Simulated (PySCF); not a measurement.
Nuclear quadrupole coupling in `O=C1C=C[C@@H](C2CCC2)C1`

C9H12O.
Cartesian coordinates in Å at the GFN2-xTB level; atoms count from 1:
```
atom  x, y, z in Å
O1     3.8960    0.8830    0.2901
C2     2.8679    0.2525    0.2548
C3     2.5127   -0.9220    1.0635
C4     1.2700   -1.3173    0.7956
C5     0.5828   -0.4493   -0.2133
C6    -0.6139    0.2593    0.4257
C7    -1.8288   -0.6138    0.7886
C8    -2.7477    0.4033    0.0951
C9    -1.5128    1.0875   -0.5109
C10    1.6790    0.5295   -0.6535
H11    3.1971   -1.3619    1.7668
H12    0.7555   -2.1454    1.2539
H13    0.2171   -1.0530   -1.0505
H14   -0.2647    0.8452    1.2782
H15   -1.8151   -1.5796    0.2864
H16   -2.0024   -0.7718    1.8508
H17   -3.4621   -0.0077   -0.6146
H18   -3.2794    1.0391    0.7994
H19   -1.3630    0.8393   -1.5597
H20   -1.4600    2.1676   -0.3936
H21    1.3733    1.5716   -0.5694
H22    1.9880    0.3633   -1.6863
```

Field gradients from the PBE0/pcSseg-1 density (PySCF, non-relativistic), principal values in atomic units, ordered |Vxx| ≤ |Vyy| ≤ |Vzz|:

| atom | Vxx | Vyy | Vzz |
| --- | --- | --- | --- |
| O1 | 0.5679 | 1.3364 | -1.9043 |

Problem. Find the asymmetry η = (Vxx − Vyy)/Vzz and the couplings χ = eQV/h (234.96 MHz × Q in barn × V in au), with Q(17O) = −0.0256 b.

Solution. 
| atom | environment | nucleus | η | χzz (MHz) | χxx (MHz) | χyy (MHz) |
| --- | --- | --- | --- | --- | --- | --- |
| O1 | ketone oxygen | 17O | 0.40 | 11.45 | -3.42 | -8.04 |

The tensor is traceless: Vxx + Vyy + Vzz = 0.

Problem. What is Vzz at O1 in SI units (1 au = 9.71736 × 10²¹ V/m²)?

Solution. -1.9043 au = -18.505 × 10²¹ V/m².

Problem. What couplings would deuterons (Q(2H) = 0.00286 b) have in place of the hydrogens, at this geometry?

Solution. 
```
atom  bonded to  bond length (Å)  Vzz (au)     η  χzz (kHz)
 H11         C3            1.075    0.3377  0.03        227
 H12         C4            1.077    0.3326  0.02        224
 H13         C5            1.095    0.2971  0.01        200
 H14         C6            1.092    0.3019  0.04        203
 H15         C7            1.089    0.3125  0.00        210
 H16         C7            1.088    0.3151  0.00        212
 H17         C8            1.088    0.3151  0.00        212
 H18         C8            1.088    0.3140  0.01        211
 H19         C9            1.088    0.3130  0.01        210
 H20         C9            1.088    0.3151  0.00        212
 H21        C10            1.089    0.3099  0.02        208
 H22        C10            1.091    0.3086  0.01        207
```

Geometry: GFN2-xTB, one conformer, isolated molecule. GFN2-xTB bond lengths can be off by several hundredths of an ångström, more for odd bonds, and the gradients follow them. With a basis this small, the couplings can be 20 % off.
